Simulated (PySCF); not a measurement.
CBr3, SMILES Br[C+](Br)Br, charge +1.

Geometry optimised at B3LYP-D3(BJ)/def2-SVP.

Calculation: B3LYP/def2-TZVP (PySCF).

Symmetry labels are those of the subgroup C2v that the program uses (full group D3h).

Computed valence orbital energies around the gap with their symmetry:
| orbital | symmetry | energy (eV) |
|---|---|---|
| HOMO−7 | A1 | -18.73 |
| HOMO−6 | B1 | -18.73 |
| HOMO−5 | B2 | -17.25 |
| HOMO−4 | B1 | -14.73 |
| HOMO−3 | A1 | -14.73 |
| HOMO−2 | B2 | -14.50 |
| HOMO−1 | A2 | -14.50 |
| HOMO | B1 | -13.72 |
| LUMO | B2 | -9.75 |
| LUMO+1 | A1 | -7.49 |
| LUMO+2 | A1 | -5.23 |
| LUMO+3 | B1 | -5.23 |
